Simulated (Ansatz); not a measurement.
`C[CH](C)[Mg][OH]` + H₂ → `C[CH](C)[MgH]` + H₂O at 600 K and 1 bar (hydrogenolysis of a Mg–O bond).

Program: Ansatz. Geometries: PBE0-D4/def2-TZVP. ΔE: electronic, gas phase. CCSD(T)/CBS is the MP2 limit (def2-TZVPP, def2-QZVPP) plus CCSD(T) − MP2 in def2-TZVPP, frozen cores. This one scheme is used for every species. For Mg outer-core shells are correlated without core-valence functions, which leaves a few kJ/mol of doubt a bond. One conformer a species, not always the lowest.

```json
{"species": "`C[CH](C)[Mg][OH]`", "CCSD(T)/CBS energy (Eh)": "-394.08036", "H − E (kJ/mol)": "344.9", "S (J/(mol·K))": "487.3"}
{"species": "H₂", "CCSD(T)/CBS energy (Eh)": "-1.17544", "H − E (kJ/mol)": "43.9", "S (J/(mol·K))": "150.8"}
{"species": "`C[CH](C)[MgH]`", "CCSD(T)/CBS energy (Eh)": "-318.83443", "H − E (kJ/mol)": "314.1", "S (J/(mol·K))": "419.1"}
{"species": "H₂O", "CCSD(T)/CBS energy (Eh)": "-76.37941", "H − E (kJ/mol)": "76.8", "S (J/(mol·K))": "212.8"}
```

H − E and S are ideal-gas, rigid-rotor, harmonic terms from PBE0-D4/def2-TZVP, for one conformer and one mirror image of each species. For small species the MP2-based limit differs from directly extrapolated CCSD(T) by up to some mEh (0.8 for H₂); such offsets cancel only in part. 1 Eh = 2625.50 kJ/mol, R = 8.31446 J/(mol·K).

Problem. By hand: ΔE, ΔH, ΔS and ΔG.

Solution. ΔE = (-318.83443) + (-76.37941) − (-394.08036) − (-1.17544) = 0.04196 Eh = 110.2 kJ/mol. Δ(H − E) = 314.1 + 76.8 − 344.9 − 43.9 = 2.1, so ΔH = 112.3 kJ/mol. ΔS = 419.1 + 212.8 − 487.3 − 150.8 = -6.2 J/(mol·K). ΔG = 112.3 − 600 × (-6.2)/1000 = 116.0 kJ/mol.

Problem. By hand: the equilibrium constant, and the temperature at which ΔG would vanish if ΔH and ΔS stayed fixed.

Solution. log₁₀ K = −ΔG/(RT ln 10) = -10.1. ΔH and −TΔS have one sign here, so there is no such temperature.

The number of gas molecules stays the same, so ΔS is small and ΔH decides. A doubt of 5 kJ/mol in ΔE shifts log₁₀ K by 0.4 here. Other conformers and mirror images would add mixing entropy, several J/(mol·K) or more a flexible species. These are equilibria of isolated gas molecules and say nothing of rates. Largest T1 diagnostic: 0.010 (customary marks: 0.02 for closed shells, 0.045 for open ones).

ΔS is within the doubt of such terms, so its sign, and with it that verdict, could turn.
